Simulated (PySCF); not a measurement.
# Correlation energy of Rh²⁺ (rhodium, charge +2)

[Kr] 4d6 5s1, high-spin 6D determinant (an excited configuration). Calculation: PySCF 2.14, in def2-TZVPPD with the def2 core potential (28 electrons); a scalar-relativistic core potential. Frozen: 4s2 4p6; 7 electrons correlated.

```
  level  correlation energy (mhartree)
   CCSD                        -134.85
    (T)                          -2.59
CCSD(T)                        -137.44
```

Diagnostics: T1 = 0.0044, D1 = 0.0157, largest double amplitude 0.029.

Cost of the coupled-cluster step: about 4 core-seconds, for 7 correlated electrons.

Iterations:

```
CC2 = 0
CCSD nocc = (np.int64(6), np.int64(1)), nmo = (52, 52)
frozen orbitals [[0, 1, 2, 3], [0, 1, 2, 3]]
max_cycle = 100
direct = 0
conv_tol = 1e-08
conv_tol_normt = 1e-06
diis_space = 8
diis_start_cycle = 0
Init t2, MP2 energy = -0.129351671485189
Init E_corr(UCCSD) = -0.129351671487925
cycle = 1  E_corr(UCCSD) = -0.134115895714514  dE = -0.00476422423  norm(t1,t2) = 0.0166769
cycle = 2  E_corr(UCCSD) = -0.134652041000999  dE = -0.000536145286  norm(t1,t2) = 0.00509533
cycle = 3  E_corr(UCCSD) = -0.134856018955862  dE = -0.000203977955  norm(t1,t2) = 0.00208786
cycle = 4  E_corr(UCCSD) = -0.134848509151536  dE = 7.50980433e-06  norm(t1,t2) = 0.000460782
cycle = 5  E_corr(UCCSD) = -0.134852823646037  dE = -4.3144945e-06  norm(t1,t2) = 7.02369e-05
cycle = 6  E_corr(UCCSD) = -0.134852836895314  dE = -1.32492773e-08  norm(t1,t2) = 1.25256e-05
cycle = 7  E_corr(UCCSD) = -0.134852739519707  dE = 9.73756065e-08  norm(t1,t2) = 3.22047e-06
cycle = 8  E_corr(UCCSD) = -0.134852735213518  dE = 4.30618885e-09  norm(t1,t2) = 8.85774e-07
UCCSD converged
E(UCCSD) = -108.8718034604887  E_corr = -0.1348527352135185
UCCSD(T) correction = -0.00259151309269182
```
